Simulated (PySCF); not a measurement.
# Distorted geometries of Bi(CN)3

Bi(CN)3 (singlet). PySCF 2.14.0, RKS r2SCAN, Bi def2-SVP with ECP60, C def2-SVP, N def2-SVP; non-relativistic Hamiltonian with scalar-relativistic core potentials where named; density fitting; no spin-orbit coupling. Relaxed geometry:

```xyz
7

Bi    0.0000    0.0000    1.2015
C     1.8616    0.0000   -0.0324
N     2.9005    0.0000   -0.5619
C    -0.9308    1.6122   -0.0324
N    -1.4502    2.5119   -0.5619
C    -0.9308   -1.6122   -0.0324
N    -1.4503   -2.5119   -0.5619
```

Problem. Order these distorted geometries by energy above the relaxed one, lowest first.
A.
```xyz
7

Bi    0.0278   -0.0152    1.1733
C     1.8485   -0.0213   -0.0656
N     2.9065   -0.0299   -0.6074
C    -0.9295    1.6625    0.0179
N    -1.4474    2.5445   -0.5343
C    -0.9330   -1.6086    0.0039
N    -1.4729   -2.5319   -0.5694
```
B.
```xyz
7

Bi   -0.0852    0.0152    1.1998
C     1.8860   -0.0207   -0.0489
N     2.9250   -0.0336   -0.5812
C    -0.8810    1.7023   -0.1285
N    -1.4917    2.5005   -0.2945
C    -0.9158   -1.5587   -0.0789
N    -1.4373   -2.6050   -0.6496
```
C.
```xyz
7

Bi   -0.0497    0.0296    1.1965
C     1.8672    0.0338   -0.0264
N     2.9131   -0.0029   -0.5802
C    -0.9064    1.6293   -0.0251
N    -1.4073    2.4907   -0.5566
C    -0.9526   -1.6470   -0.0204
N    -1.4643   -2.5334   -0.5694
```

Solution. C (0.14 eV), A (0.18 eV), B (2.83 eV).

Problem. Which forces (eV/Å) act in the one that lies 0.14 eV up?

Solution. 
```
Bi   0.59 -0.62  0.09
C    1.38 -0.13 -0.72
N   -1.76  0.09  0.95
C    1.85 -3.42  1.90
N   -2.16  3.78 -2.29
C    0.34  0.77  0.31
N   -0.24 -0.47 -0.24
```
Forces carry noise of the integration grid, about 0.01 to 0.03 eV/Å.

No frequency check is given that shows the relaxed geometry to be a minimum.
